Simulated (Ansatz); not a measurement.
`C=C[Si](O)(O)F` + H₂O → `O[Si](O)(O)F` + `C=C`  (formal hydrolysis of the Si–C bond)

Computed with Ansatz on PBE0-D4/def2-TZVP structures; ΔE is electronic, products minus reactants. CBS: MP2 limit from def2 TZ/QZ plus the TZ coupled-cluster correction, frozen cores. This one scheme is used for every species. DFT in def2-TZVPP. B3LYP here is the variant with VWN-RPA as its local correlation; programs differ in this. HSE06 is defined as in plane-wave codes. One conformer a species, not always the lowest.

```tsv
level	ΔE (kcal/mol)	difference from CCSD(T)/CBS
LDA (SPW92)	-24.2	0.9
r2SCAN-D4	-26.0	-0.9
PBE0-D4	-23.9	1.2
ωB97X-V	-25.4	-0.3
ωB97M-V	-25.5	-0.4
B3LYP	-26.9	-1.8
HSE06	-24.9	0.2
BHLYP	-28.5	-3.4
CAM-B3LYP	-27.6	-2.5
MP2/def2-SVP	-24.5	0.6
CCSD/def2-SVP	-25.0	0.1
SCS-MP2/def2-TZVPP	-26.3	-1.2
CCSD(T)/def2-TZVPP	-25.7	-0.6
HF/def2-QZVPP	-30.9	-5.8
SCS-MP2/def2-QZVPP	-26.0	-0.9
MP2/CBS(def2)	-24.9	0.2
CCSD(T)/CBS	-25.1	0
```

(1) What do rigid-rotor, harmonic-oscillator terms from PBE0-D4/def2-TZVP frequencies (298.15 K, 1 bar) make of the CCSD(T)/CBS value? (Best estimate.)

Largest T1 diagnostic among the species: 0.012.

Answers

(1) The calculation gave: ΔZPE = +0.7 kcal/mol, ΔH = -25.0 kcal/mol, ΔS = -6 J/(mol·K), ΔG = -24.6 kcal/mol.

From BLYP to BHLYP (50 % exact exchange), in def2-TZVPP and without D4, ΔE moves by −2.5 kcal/mol. At CCSD(T), def2-SVP lies +0.7 kcal/mol from the extrapolated value and def2-TZVPP −0.6 kcal/mol. The D4 term adds +1.7 kcal/mol with B3LYP and +1.0 kcal/mol with PBE0; it sums over pairs of atoms, weighted by their polarisabilities, and B3LYP, whose exchange is more repulsive, gets the larger term.
